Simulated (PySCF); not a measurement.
**CaBi⁺: frontier orbitals**

r²SCAN0 at R = 3.050 Å; basis Ca def2-SVPD, Bi def2-SVPD with ECP60; scalar-relativistic core potentials; PySCF 2.14. State: ³Σ⁻ (triplet), unpaired electrons π ↑↑. Only the outer orbitals are listed, counted within each symmetry, core potentials removing the inner ones.

```
spin  orbital  occ.  ε (eV)  on Ca (%)            main shells (%)
   α       9σ     1  -20.52          4                    96 Bi s
   α      10σ     1  -10.41         31           66 Bi p, 22 Ca s
   α       5π     1  -10.11          9                    90 Bi p
   α       5π     1  -10.11          9                    90 Bi p
   α      11σ     0   -6.55         89  68 Ca s, 12 Ca p, 10 Ca d
   α       2δ     0   -5.34         99                    99 Ca d
   α       2δ     0   -5.34         99                    99 Ca d
   β       9σ     1  -18.56          7                    93 Bi s
   β      10σ     1   -9.76         52           46 Bi p, 42 Ca s
   β      11σ     0   -6.63         80  50 Ca s, 22 Ca p, 17 Bi p
   β       5π     0   -6.56         39  61 Bi p, 28 Ca d, 10 Ca p
   β       5π     0   -6.56         39  61 Bi p, 28 Ca d, 10 Ca p
```

Which are the highest filled and the lowest empty level, where do they sit, and how wide is the gap?

Highest filled β 10σ at -9.76 eV (in %: 46 Bi p, 42 Ca s); lowest empty β 11σ at -6.63 eV (in %: 50 Ca s, 22 Ca p, 17 Bi p); the gap at r²SCAN0 is 3.13 eV.

| Property | Result |
| --- | --- |
| bond order (Mayer) | 1.33 |
| ⟨S²⟩ | 2.037 |
| charge on Ca (Mulliken, basis-dependent) | 0.89 |
| charge on Ca (Löwdin, basis-dependent) | 0.89 |
| dipole moment (positive dipole points towards Bi; it is taken about the centre of mass and depends on that origin) | -13.69 D |

Spin–orbit coupling is left out, which matters for elements this heavy, above all for dissociation energies. The state was picked by a PBE0 search and need not be the measured ground state.
